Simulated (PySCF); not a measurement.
GaCl2, SMILES [Cl][Ga][Cl], multiplicity 2. Atoms are numbered in the order given.

```xyz
3

Ga     0.0000     0.0000     0.5741
Cl     0.0000    -1.8887    -0.5234
Cl     0.0000     1.8887    -0.5234
```
Charge 0, spin multiplicity 2.

Coordinates come from a PBE-D3(BJ)/def2-TZVP optimisation. The spin state was assumed, not searched. The isomer is the one that the SMILES or the coordinates give; other isomers of the formula were not compared.

Level of theory: PBE/def2-TZVPD (PySCF).

Mulliken values depend strongly on the basis, most of all with diffuse functions as here. ESP charges are fitted to the potential on shells at 1.4 to 2.0 van der Waals radii. Atomic charges (e):

```
atom  meta-Löwdin  Mulliken  ESP fit  Mulliken spin
----  -----------  --------  -------  -------------
Ga1          0.47      0.40     0.36           0.69
Cl2         -0.24     -0.20    -0.18           0.15
Cl3         -0.24     -0.20    -0.18           0.15
```
